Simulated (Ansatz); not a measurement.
The same ligand exchange along the group B, Al, Ga, In.

Gas-phase electronic energies from Ansatz, PBE0-D4/def2-TZVP geometries. CCSD(T)/CBS adds triple-zeta CCSD(T) − MP2 to the extrapolated MP2 energy (def2 sets, frozen cores). This one scheme is used for every species. Functionals use def2-TZVPP. B3LYP here is the variant with VWN-RPA as its local correlation; programs differ in this. Elements past krypton have def2 core potentials. For Ga, In outer-core shells are correlated without core-valence functions, which leaves a few kJ/mol of doubt a bond. Scalar relativity is left out up to krypton. Each species was taken in one conformer, which may not be the lowest.

| reaction | B3LYP-D4 (kcal/mol) | B2PLYP (kcal/mol) | MP2/CBS(def2) (kcal/mol) | HF/CBS(def2) (kcal/mol) |
| --- | --- | --- | --- | --- |
| `OB(Cl)O[SiH3]` + `O[Si](O)(Cl)Cl` → `O[Si](Cl)(Cl)O[SiH3]` + `OB(O)Cl` | -4.5 | -3.9 | -4.2 | -4.7 |
| `[OH][Al]([Cl])[O][SiH3]` + `O[Si](O)(Cl)Cl` → `O[Si](Cl)(Cl)O[SiH3]` + `[OH][Al]([OH])[Cl]` | -0.1 | 0.7 | 0.0 | 1.2 |
| `[OH][Ga]([Cl])[O][SiH3]` + `O[Si](O)(Cl)Cl` → `O[Si](Cl)(Cl)O[SiH3]` + `[OH][Ga]([OH])[Cl]` | -2.2 | -1.6 | -2.0 | -1.5 |
| `[OH][In]([Cl])[O][SiH3]` + `O[Si](O)(Cl)Cl` → `O[Si](Cl)(Cl)O[SiH3]` + `[OH][In]([OH])[Cl]` | -3.1 | -2.0 | -1.6 | -1.7 |

(1) Give the CCSD(T)/CBS values in the same order. (Estimate.)

Largest T1 diagnostic: 0.016, for `[OH][In]([OH])[Cl]`.

Answers

(1) The calculation gave: -4.2, 0.3, -1.9, -1.5 kcal/mol.
